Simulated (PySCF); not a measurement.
**Excitation energy of Si by level of theory**

Si [Ne] 3s2 3p2 (3P) → Si [Ne] 3s1 3p2 4s1 (5P), as a difference of total energies. All numbers are calculated (PySCF 2.14, scalar relativity by spin-free X2C-1e, in aug-cc-pCVTZ-DK). Correlated levels: valence: [Ne] frozen. The calculations carry no spin-orbit coupling.

```csv
method,excitation energy (eV)
UHF,8.635
MP2 (valence),9.750
SCS-MP2 (valence),10.116
CCSD (valence),10.025
CCSD(T) (valence),10.084
```

Task: How much does correlation contribute at CCSD(T) (valence)?

Result: 10.084 − (8.635) = 1.449 eV, measured against UHF.

The upper state lies above the first ionisation limit, but in LS coupling its spin forbids autoionisation to the ground ion. A Rydberg-like electron needs more diffuse functions than a valence basis has.

The promoted electron is Rydberg-like, and one or two diffuse shells describe it only roughly, which tends to raise the upper state.
